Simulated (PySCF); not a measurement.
Working out the ionisation energy of Mn⁺

Mn⁺ [Ar] 3d5 4s1 (7S) → Mn²⁺ [Ar] 3d5 (6S). Computed with PySCF 2.14 in cc-pVTZ (7s6p4d2f1g, 68 functions), with no relativity, point nucleus. Frozen: [Ar]. Energies in hartree (1 hartree = 27.21139 eV):

```tsv
part	Mn⁺ (lower)	Mn²⁺ (upper)
UHF	-1149.649165	-1149.109231
MP2 opposite-spin	0.000000	0.000000
MP2 same-spin	-0.084806	-0.069113
```

Question: What does Hartree-Fock give?

Answer: (-1149.109231) − (-1149.649165) = 0.539934 hartree = 14.692 eV.

Question: What do MP2 and SCS-MP2 (6/5 opposite-spin, 1/3 same-spin) give?

Answer: The opposite-spin parts differ by 0.000 eV and the same-spin parts by 0.427 eV. MP2: 14.692 + (0.000) + (0.427) = 15.119 eV. SCS-MP2: 14.692 + 1.2 × (0.000) + (0.427)/3 = 14.834 eV.

Measured between the centres of the two terms (NIST): 15.640 eV, so MP2 (valence) is off by -0.521 eV.

The calculation is non-relativistic.

What remains against the reference includes basis incompleteness, the frozen core and correlation beyond second order.
